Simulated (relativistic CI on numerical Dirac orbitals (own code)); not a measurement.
**Slater and spin-orbit integrals, W XXIV**

These numbers are calculated, not measured: Dirac-Coulomb-Breit CI, orbitals from a KLI potential per configuration, a model potential for QED, unscaled Slater integrals (own radial code, finite nucleus).

Slater integrals F^k, G^k are unscaled and averaged over j, outside the closed core [Ar] 3d10 4p6 4d10; ζ comes from projecting the Hamiltonian with its Breit term on Σ l·s of the shell.

- 4s²4f⁵: F^2(4f,4f) = 221620, F^4(4f,4f) = 143650, F^6(4f,4f) = 104780, ζ(4f) = 7159.6 cm⁻¹; <r>(4f) = 0.4669, <r^2>(4f) = 0.2519 (bohr units).
- 4s²4f⁴5s: F^2(4f,4f) = 224280, F^4(4f,4f) = 145470, F^6(4f,4f) = 106140, ζ(4f) = 7364.5, G^3(4f,5s) = 33302 cm⁻¹; <r>(4f) = 0.4622, <r^2>(4f) = 0.2467, <r>(5s) = 0.8276, <r^2>(5s) = 0.7628 (bohr units).
- 4s²4f³5s²: F^2(4f,4f) = 227200, F^4(4f,4f) = 147490, F^6(4f,4f) = 107660, ζ(4f) = 7572.1 cm⁻¹; <r>(4f) = 0.4572, <r^2>(4f) = 0.2412 (bohr units).

Averages of the first 8 configurations, taken without configuration mixing, which lowers the lowest level and can move excited configurations by several eV; other configurations of the list can lie among them:

```tsv
Configuration	Parity	States	Average energy above the lowest level (eV)
4s²4f⁵	odd	2002	18.0
4s²4f⁴5s	even	2002	97.6
4s²4f³5s²	odd	364	186.7
4s²4f⁴5p	odd	6006	154.6
4s²4f³5s5p	even	4368	240.9
4s²4f³5p²	odd	5460	300.6
4s²4f⁴6s	even	2002	334.6
4s4f⁶	even	6006	600.6
```
